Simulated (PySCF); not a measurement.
Members of the series CXY, Y = hydroxy; each row names its spin state. Isolated molecules, 0 K electronic values unless said otherwise. One relaxed conformer stands for each flexible species; it need not be the lowest. Strings in code marks are SMILES.

The highest occupied spin orbital from two functionals at the same geometries (PBE0-D3(BJ)/def2-TZVP), both in PySCF: PBE-D3(BJ)/def2-TZVP and PBE0-D3(BJ)/def2-TZVP. 

```tsv
species	PBE0-D3(BJ)/def2-TZVP (eV)
X = hydroxy, multiplicity 3 (`O[C]O` (excited triplet; H–O–C–O torsion -91°, O–C–O–H torsion -91°))	-5.36
X = amino, multiplicity 3 (`N[C]O` (excited triplet))	-5.14
X = ethynyl, multiplicity 3 (`C#C[C]O` (excited triplet))	-5.54
X = mercapto, multiplicity 3 (`S[C]O` (excited triplet; H–O–C–S torsion 71°, O–C–S–H torsion 76°))	-6.10
```

Problem. What does PBE-D3(BJ)/def2-TZVP give for each?

Solution. 
- X = hydroxy, multiplicity 3 (`O[C]O` (excited triplet; H–O–C–O torsion -91°, O–C–O–H torsion -91°)): -3.79
- X = amino, multiplicity 3 (`N[C]O` (excited triplet)): -3.64
- X = ethynyl, multiplicity 3 (`C#C[C]O` (excited triplet)): -4.22
- X = mercapto, multiplicity 3 (`S[C]O` (excited triplet; H–O–C–S torsion 71°, O–C–S–H torsion 76°)): -4.67
Over these rows, drawn at random from the members with no instability flagged (it was tested for open shells, ions and some series alone), PBE minus PBE0-D3(BJ): mean +1.46 eV, from +1.32 eV to +1.57 eV.
